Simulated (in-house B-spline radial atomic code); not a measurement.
Configurations of In⁴⁺, with energies counted from [Kr] 4d9. Computed with an all-electron radial atomic-structure program (B-spline basis): scalar-relativistic (X2C) LDA exchange-only, spin-polarised, spherical fractional occupations, Fermi nucleus of rms radius 4.6156 fm. Shells without spins written out take the highest spin.

Occupations are held fixed; configurations that lie above the ionisation limit could autoionise.

```tsv
configuration	E - E(ref) (eV)	highest orbital	its <r> (bohr)
[Kr] 4d8 5f1	55.374	5f up	4.837
[Ar] 3d10 4s2 4p(3 up, 2 down) 4d10	60.692	4d down	1.109
[Ar] 3d10 4s2 4p5 4d9 5s1	80.524	5s up	2.028
[Ar] 3d10 4s2 4p(2 up, 3 down) 4d(4 up, 5 down) 5d(0 up, 1 down)	104.34	5d down	2.992
[Ar] 3d9 4s2 4p6 4d9 4f1	477.13	4f up	2.528
[Ar] 3d9 4s2 4p6 4d9 5f1	485.41	5f up	4.769
```

**Question.** Order these further configurations by energy, lowest first.
A. [Ar] 3d9 4s2 4p6 4d9 5s1
B. [Kr] 4d(3 up, 5 down) 5s(0 up, 1 down)
C. [Ar] 3d9 4s2 4p6 4d10
D. [Ar] 3d9 4s2 4p6 4d9 5d1
E. [Kr] 4d8 5p1

**Answer.** B (18.964 eV), E (29.044 eV), C (427 eV), A (448.72 eV), D (472.57 eV).

**Question.** How far above the reference does [Kr] 4d(4 up, 4 down) 5d(1 up, 0 down) lie?

**Answer.** 43.851 eV; its least bound orbital is 5d up with <r> = 3.019 bohr.
